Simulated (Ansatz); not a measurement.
Species: H2B, SMILES `[BH2]` (charge 0, multiplicity 2).

**Question.** Give a relaxed geometry from B3LYP-D3(BJ)/def2-TZVP (Ansatz, a quantum-chemistry and plane-wave program).

**Answer.** the end point of this relaxation (outside a Z-matrix the atoms follow the SMILES, hydrogens last).
Cartesian coordinates (Å) in one orientation:
```xyz
3

B      0.000     0.337     0.000
H     -1.074    -0.168     0.000
H      1.074    -0.168     0.000
```
